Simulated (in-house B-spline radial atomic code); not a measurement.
Configurations of neutral rubidium, with energies counted from [Kr] 5s1. Level of theory: scalar-relativistic (X2C) HSE06, spin-polarised, spherical fractional occupations, exact exchange averaged over the configuration, Fermi nucleus of rms radius 4.2036 fm; calculated with a radial B-spline atomic code at the basis-set limit. Shells without spins written out take the highest spin.

Occupations are held fixed; configurations that lie above the ionisation limit could autoionise.

```json
{"configuration": "[Kr] 5p1", "E - E(ref) (eV)": "1.5116", "highest orbital": "5p up", "its <r> (bohr)": "7.167"}
{"configuration": "[Kr] 5d1", "E - E(ref) (eV)": "2.9432", "highest orbital": "5d up", "its <r> (bohr)": "14.61"}
{"configuration": "[Ar] 3d10 4s2 4p5 5s1 6s1", "E - E(ref) (eV)": "18.707", "highest orbital": "6s up", "its <r> (bohr)": "10.34"}
{"configuration": "[Ar] 3d10 4s2 4p5 5s1 5d1", "E - E(ref) (eV)": "19.361", "highest orbital": "5d up", "its <r> (bohr)": "11.77"}
{"configuration": "[Ar] 3d10 4s1 4p6 4d1 5s1", "E - E(ref) (eV)": "34.472", "highest orbital": "4d up", "its <r> (bohr)": "3.759"}
{"configuration": "[Ar] 3d10 4s1 4p6 5s1 5d1", "E - E(ref) (eV)": "36.865", "highest orbital": "5d up", "its <r> (bohr)": "11.65"}
```

(1) Order these further configurations by energy, lowest first.
A. [Kr] 6p1
B. [Ar] 3d9 4s2 4p6 4d1 5s1
C. [Ar] 3d9 4s2 4p6 4f1 5s1
D. [Ar] 3d10 4s2 4p5 5s2
E. [Ar] 3d10 4s1 4p6 5s1 6s1

(2) How far above the reference does [Ar] 3d9 4s2 4p6 5s1 6f1 lie?

Answers

(1) A (2.7813 eV), D (15.51 eV), E (36.213 eV), B (112.99 eV), C (115.92 eV).

(2) 116.38 eV; its least bound orbital is 6f up with <r> = 40.12 bohr.
